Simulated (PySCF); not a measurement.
# `CC(C)C#CC#N`, C₆H₇N

Molfile (atoms numbered from 1):
```
C6H7N
     RDKit          3D

 14 13  0  0  0  0  0  0  0  0999 V2000
   -1.1749   -1.2226   -0.1355 C   0  0  0  0  0  0  0  0  0  0  0  0
   -0.4631    0.0336    0.3771 C   0  0  0  0  0  0  0  0  0  0  0  0
   -1.0809    1.3057   -0.2125 C   0  0  0  0  0  0  0  0  0  0  0  0
    0.9417   -0.0293    0.0449 C   0  0  0  0  0  0  0  0  0  0  0  0
    2.1092   -0.0825   -0.2608 C   0  0  0  0  0  0  0  0  0  0  0  0
    3.4294   -0.1425   -0.5877 C   0  0  0  0  0  0  0  0  0  0  0  0
    4.5439   -0.1935   -0.8649 N   0  0  0  0  0  0  0  0  0  0  0  0
   -0.7251   -2.1177    0.2883 H   0  0  0  0  0  0  0  0  0  0  0  0
   -1.1056   -1.2817   -1.2196 H   0  0  0  0  0  0  0  0  0  0  0  0
   -2.2250   -1.1935    0.1454 H   0  0  0  0  0  0  0  0  0  0  0  0
   -0.5461    0.0698    1.4712 H   0  0  0  0  0  0  0  0  0  0  0  0
   -0.5645    2.1887    0.1574 H   0  0  0  0  0  0  0  0  0  0  0  0
   -1.0101    1.2933   -1.2981 H   0  0  0  0  0  0  0  0  0  0  0  0
   -2.1296    1.3716    0.0679 H   0  0  0  0  0  0  0  0  0  0  0  0
  1  2  1  0
  2  3  1  0
  2  4  1  0
  4  5  3  0
  5  6  1  0
  6  7  3  0
  1  8  1  0
  1  9  1  0
  1 10  1  0
  2 11  1  0
  3 12  1  0
  3 13  1  0
  3 14  1  0
M  END
```

The calculation used quadratic response LC-wPBE/def2-SVPD first hyperpolarisability, Taylor convention, gas phase in PySCF. Geometry: GFN2-xTB.

Problem. Give the tensor of the second harmonic β(−2ω;ω,ω) at 1064 nm in the axes of these coordinates.

Solution. In au, Taylor convention; rows are the first index (the induced dipole):
```csv
,xx,yy,zz,xy,xz,yz
x,-175.3,+10.7,+16.0,+8.4,+34.3,-1.4
y,+8.4,-1.8,+0.1,+9.8,-1.4,-6.8
z,+34.5,-6.9,+9.8,-1.4,+15.2,+0.1
```
Norm of βᵢ = ⅓ Σⱼ (βᵢⱼⱼ + βⱼᵢⱼ + βⱼⱼᵢ): 154.5 au, hyper-Rayleigh value 72.2 au.
